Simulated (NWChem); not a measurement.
System: C₂H₉NSi; SMILES CN[SiH2]C

```xyz
13

Si    -0.6176    -0.6312     0.1398
C      0.9151    -1.6943    -0.1327
N     -0.3729     1.0009    -0.4072
C      0.5755     1.9373     0.1849
H     -1.7687    -1.1398    -0.6583
H     -0.9886    -0.7448     1.5892
H      1.7820    -1.3089     0.4171
H      1.1817    -1.7366    -1.1942
H      0.7360    -2.7180     0.2182
H     -1.1826     1.4613    -0.8063
H      0.2003     2.4401     1.0911
H      1.4937     1.4067     0.4605
H      0.8594     2.7123    -0.5383
```
Atoms are numbered in this order, from 1.

All runs: NWChem. Structure relaxed at the B3LYP/6-31G* (spherical d) level. Hybrids' shares of exact exchange are those that their runs print; pure functionals count as 0. The functionals differ in more than this share.

```
row              share of exact exchange  highest occupied level (eV)
---------------  -----------------------  ---------------------------
PBE/def2-SVP                        0.00                        -5.05
KT2/def2-SVP                        0.00                        -5.14
TPSSh/def2-SVP                      0.10                     withheld
B3LYP/def2-SVP                      0.20                        -6.22
PW6B95/def2-SVP                     0.28                        -6.59
```

### Question
Fit a straight line of the last column on the one before it, predict the withheld value, and compare with the run.

### Answer

1. Means of the 4 shown rows: x = 0.120, y = -5.750. Slope Σ(x − x̄)(y − ȳ)/Σ(x − x̄)² = -0.3292/0.06080 = -5.414; intercept -5.100.
2. The shown rows scatter about the line by 0.039 (root mean square); the largest residual is +0.05, at PBE/def2-SVP.
3. At x = 0.10 (TPSSh/def2-SVP; inside the shown range) the line gives -5.64.
4. The run gives -5.75, -0.11 from the line, 2.8 times the scatter.
